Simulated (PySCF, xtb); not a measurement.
Al(H)(Cl)(NMe2) (C₂H₇AlClN), SMILES C[N](C)[AlH][Cl].

GFN2-xTB in xtb at its own geometry gives an orbital gap of 3.38 eV and a dipole moment of 1.44 D.

The structure is a stationary point at B3LYP-D3(BJ)/def2-SVP. The structure was generated by enumeration; whether it is a known compound was not checked. One conformer was computed; it need not be the lowest.

Task: What does PBE/def2-TZVP run with PySCF give? (The exact figures need the calculation; the answer reports its results.)

Result: gap 4.06 eV (levels -5.42 and -1.36 eV), dipole 2.04 D.
